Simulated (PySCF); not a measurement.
TeCl, SMILES [Te]Cl, multiplicity 2. The structure is a stationary point at B3LYP-D3(BJ)/def2-TZVP. The multiplicity is an assumed one; other spin states were not compared. The def2 effective core potentials stand for the cores of Te; spin–orbit coupling is left out.

Level of theory: B3LYP-D3(BJ)/def2-TZVP (PySCF 2.14.0).

Harmonic wavenumbers (cm⁻¹): 374. Rotational constants (GHz): 3.327 (linear); symmetry number 1.

### Question
Work out the zero-point energy and the ideal-gas rigid-rotor harmonic-oscillator thermochemistry at 298.15 K and 1 atm.

### Answer
ZPE = ½ Σ hcν = ½ × 374 cm⁻¹ = 2.24 kJ/mol. H − E(el) = 11.79 kJ/mol. Entropy in J/(mol K): translation 172.28, rotation 70.94, vibration 4.45, spin 5.76, total 253.43. G − E(el) = -63.77 kJ/mol. Cp = 35.48 J/(mol K).
